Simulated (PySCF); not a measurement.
Scandium: a sound run and one with changed settings

Sound run: Sc [Ar] 3d1 4s2, Sc⁺ [Ar] 3d1 4s1. All numbers are calculated (PySCF 2.14, no relativity, point nucleus, in pcseg-2). In the sound run the correlated levels freeze [Ar]. The sound run starts from symmetry-adapted Hartree-Fock orbitals and uses a fine grid where one is needed.

Changed run: the spin-free X2C one-electron Hamiltonian (Gaussian nucleus). This setting is unsound on purpose.

```csv
species,method,sound run (hartree),changed run (hartree),converged
Sc,UHF,-759.72502,-762.78987,yes
Sc,M06-L,n/a,-763.63653,no
Sc,MP2,-759.75107,-762.81608,yes
Sc⁺,UHF,-759.52787,-762.59179,yes
Sc⁺,M06-L,-760.32932,-763.39277,no
Sc⁺,MP2,-759.53082,-762.59479,yes
```

Ionisation energy of Sc:

| method | sound run (eV) | changed run (eV) |
| --- | --- | --- |
| UHF | 5.365 | 5.390 |
| MP2 | 5.993 | 6.022 |
| SCS-MP2 | 6.125 | 6.154 |

Most of the change in total energy is the relativistic energy itself. On top of that the contraction fixes the core shape for the Hamiltonian it was made with, so the changed run is not a good calculation with the other Hamiltonian either.

For comparison, NIST gives 6.561 eV between the lowest levels.
